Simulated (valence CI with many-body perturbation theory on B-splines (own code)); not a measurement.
## E1 line list for Sn19+

Level of theory: valence CI with perturbative core correlation (CI+MBPT): three valence electrons over a frozen Dirac-Fock core [Ar] 3d10, a basis of 11 s, 11 p, 10 d, 8 f, 5 g, 2 h functions for each j, with the one-electron correlation potential Σ1, the two-electron term Σ2, the three-electron term Σ3, Breit, model QED; selected CI, second order for the rest, scaled by the run's own slope (own B-spline code, finite nucleus).

No measured levels were compared; by estimate levels hold to about 250 cm⁻¹ or 0.2 % of their energy and the worst to 1 %, as in measured heavy ions of charge 2 to 7; those with d or f electrons hold less well.

Lines 201 to 250 of 557 in falling wavelength, among levels below 278.26 eV, chosen from the strongest by gf and those to the six lowest levels. Wavelengths and rates use the calculated energies, so an error of 2000 cm⁻¹ moves a line at 163.4 Å by 0.33 % and its rate by three times that or more. Electric multipoles are in the length gauge, E1 and E2 with the static RPA response of the core. Weak lines are less certain than strong ones. Lines between different terms over intervals too small for the method are left out, as are lines whose strength nearly cancels. Where a level lies close to another of its J and parity, the split of strength between their lines is uncertain. The highest levels of a list are the least certain.

Names give the largest LS component (configuration and term), which can be under half, so a name can repeat, a term be missing and a line seem to break the LS rules; names also repeat where a configuration has a term twice. Letters in brackets count levels of one name in rising energy.

| λ vac (Å) | Upper | Lower | A (s⁻¹) | S (a.u.) with core polarisation | S without |
| --- | --- | --- | --- | --- | --- |
| 163.4 | 4s4d² ²F_7/2 | 4s4p4d ²F°_5/2 [b] | 1.14e+10 | 1.97e-01 | 2.15e-01 |
| 163.0 | 4s4d² ²F_7/2 | 4s4p4d ²F°_7/2 [b] | 2.10e+10 | 3.59e-01 | 3.88e-01 |
| 162.9 | 4s4d² ⁴F_7/2 | 4s4p4d ⁴D°_5/2 | 1.04e+10 | 1.78e-01 | 1.95e-01 |
| 162.9 | 4p4d² ⁴D°_7/2 [a] | 4p²4d ²G_9/2 | 2.11e+10 | 3.60e-01 | 3.90e-01 |
| 162.8 | 4p²4d ²P_1/2 [a] | 4p³ ²P°_1/2 | 6.08e+10 | 2.59e-01 | 2.81e-01 |
| 162.5 | 4p³ ²P°_3/2 [b] | 4s4p² ⁴P_3/2 | 2.08e+09 | 1.77e-02 | 1.93e-02 |
| 162.5 | 4s4d² ²P_3/2 [b] | 4s4p4d ²D°_5/2 [b] | 4.40e+10 | 3.73e-01 | 4.03e-01 |
| 162.5 | 4p4d² ²P°_1/2 [a] | 4p²4d ²D_3/2 [a] | 6.32e+10 | 2.68e-01 | 2.90e-01 |
| 162.5 | 4s4p4d ²F°_5/2 [a] | 4s4p² ²D_3/2 | 5.88e+10 | 7.47e-01 | 8.09e-01 |
| 162.3 | 4p4d² ⁴D°_3/2 | 4p²4d ⁴D_3/2 | 3.68e+10 | 3.10e-01 | 3.34e-01 |
| 162.2 | 4p4d² ²F°_7/2 [a] | 4p²4d ⁴F_7/2 | 2.08e+10 | 3.51e-01 | 3.78e-01 |
| 162.2 | 4s4d² ²S_1/2 [a] | 4s4p4d ²P°_1/2 [b] | 6.06e+10 | 2.55e-01 | 2.77e-01 |
| 162.2 | 4p²4d ²D_3/2 [a] | 4p³ ²P°_1/2 | 3.46e+10 | 2.92e-01 | 3.14e-01 |
| 162.2 | 4s4d² ²P_3/2 [a] | 4s4p4d ²D°_3/2 [b] | 7.88e+10 | 6.64e-01 | 7.17e-01 |
| 161.8 | 4p²4d ²G_7/2 | 4p³ ²D°_5/2 | 2.41e+10 | 4.03e-01 | 4.34e-01 |
| 161.7 | 4p4d² ⁴F°_7/2 | 4p²4d ⁴P_5/2 | 2.61e+10 | 4.37e-01 | 4.66e-01 |
| 161.6 | 4s4p4d ²P°_1/2 [a] | 4s4p² ²S_1/2 | 7.82e+10 | 3.26e-01 | 3.53e-01 |
| 161.5 | 4s4p4d ⁴P°_5/2 | 4s4p² ⁴P_5/2 | 2.08e+10 | 2.59e-01 | 2.81e-01 |
| 161.5 | 4s4d² ²S_1/2 [b] | 4s4p4d ²P°_3/2 [b] | 1.51e+11 | 6.29e-01 | 6.82e-01 |
| 161.2 | 4p4d² ⁴D°_7/2 [a] | 4p²4d ⁴D_7/2 | 1.21e+10 | 2.01e-01 | 2.18e-01 |
| 161.0 | 4s4p4d ²P°_1/2 [b] | 4s4p² ²P_3/2 | 4.59e+10 | 1.89e-01 | 2.05e-01 |
| 160.9 | 4s4d² ²P_3/2 [b] | 4s4p4d ²P°_3/2 [b] | 7.76e+10 | 6.38e-01 | 6.90e-01 |
| 160.9 | 4s4p4f ²G_7/2 [a] | 4s4p4d ²F°_5/2 [a] | 2.95e+10 | 4.84e-01 | 5.17e-01 |
| 160.8 | 4p4d² ⁴P°_5/2 | 4p²4d ⁴D_7/2 | 1.46e+10 | 1.80e-01 | 1.95e-01 |
| 160.8 | 4p4d² ⁴D°_1/2 [a] | 4p²4d ⁴D_1/2 | 5.11e+10 | 2.10e-01 | 2.27e-01 |
| 160.8 | 4s4p4d ²D°_5/2 [a] | 4s4p² ²D_5/2 | 8.69e+10 | 1.07e+00 | 1.16e+00 |
| 160.7 | 4p4d² ²D°_3/2 [a] | 4p²4d ²F_5/2 [a] | 2.77e+10 | 2.27e-01 | 2.46e-01 |
| 160.4 | 4p²4f ²F°_5/2 [b] | 4p²4d ²D_3/2 [a] | 1.39e+10 | 1.70e-01 | 1.81e-01 |
| 160.4 | 4s4p4d ²D°_3/2 [a] | 4s4p² ²D_3/2 | 6.34e+10 | 5.17e-01 | 5.61e-01 |
| 160.3 | 4p²4d ²S_1/2 | 4p³ ²P°_3/2 [b] | 1.11e+11 | 4.50e-01 | 4.88e-01 |
| 160.1 | 4p4d² ⁴S°_3/2 | 4p²4d ²F_5/2 [b] | 2.32e+10 | 1.88e-01 | 2.04e-01 |
| 159.9 | 4s4p4f ⁴G_7/2 [a] | 4s4p4d ⁴P°_5/2 | 1.47e+10 | 2.38e-01 | 2.52e-01 |
| 159.8 | 4p4d² ²G°_9/2 | 4p²4d ²F_7/2 [b] | 1.46e+10 | 2.94e-01 | 3.20e-01 |
| 159.8 | 4p4d² ⁴D°_5/2 [b] | 4p²4d ⁴D_5/2 | 1.43e+10 | 1.73e-01 | 1.88e-01 |
| 159.7 | 4s²4d ²D_3/2 | 4s²4p ²P°_3/2 | 3.06e+10 | 2.46e-01 | 2.67e-01 |
| 159.7 | 4s4p4d ⁴D°_3/2 | 4s4p² ⁴P_5/2 | 3.56e+09 | 2.87e-02 | 3.10e-02 |
| 159.5 | 4s4d² ²S_1/2 [a] | 4s4p4d ²P°_1/2 [a] | 7.14e+10 | 2.86e-01 | 3.10e-01 |
| 159.1 | 4p²4d ⁴P_5/2 | 4p³ ²D°_5/2 | 3.99e+10 | 4.75e-01 | 5.14e-01 |
| 158.9 | 4s4p4d ²P°_1/2 [b] | 4s4p² ²S_1/2 | 5.58e+10 | 2.21e-01 | 2.40e-01 |
| 158.9 | 4p4d² ⁴P°_1/2 | 4p²4d ²P_3/2 [a] | 5.69e+10 | 2.25e-01 | 2.44e-01 |
| 158.8 | 4p²4f ²F°_5/2 [b] | 4p²4d ⁴D_7/2 | 2.62e+10 | 3.11e-01 | 3.36e-01 |
| 158.5 | 4s4d² ⁴F_5/2 [a] | 4s4p4d ²D°_3/2 [a] | 2.48e+10 | 2.93e-01 | 3.13e-01 |
| 158.5 | 4p4d² ²D°_5/2 | 4p²4d ²F_7/2 [b] | 3.56e+10 | 4.20e-01 | 4.55e-01 |
| 158.4 | 4p²4d ²P_3/2 [b] | 4p³ ²P°_3/2 [b] | 6.26e+10 | 4.91e-01 | 5.31e-01 |
| 157.8 | 4p²4d ⁴P_5/2 | 4p³ ⁴S°_3/2 | 4.05e+10 | 4.71e-01 | 5.09e-01 |
| 157.7 | 4s4d² ²S_1/2 [b] | 4s4p4d ²P°_1/2 [b] | 7.39e+10 | 2.86e-01 | 3.10e-01 |
| 157.6 | 4p²4f ²G°_7/2 [a] | 4p²4d ⁴F_5/2 | 1.57e+10 | 2.42e-01 | 2.56e-01 |
| 157.5 | 4p²4f ²H°_9/2 | 4p²4d ²G_9/2 | 5.84e+10 | 1.13e+00 | 1.22e+00 |
| 157.5 | 4p²4d ²P_1/2 [b] | 4p³ ²P°_1/2 | 5.89e+10 | 2.27e-01 | 2.46e-01 |
| 157.4 | 4s4d² ²F_7/2 | 4s4p4d ²F°_7/2 [a] | 8.67e+10 | 1.33e+00 | 1.44e+00 |
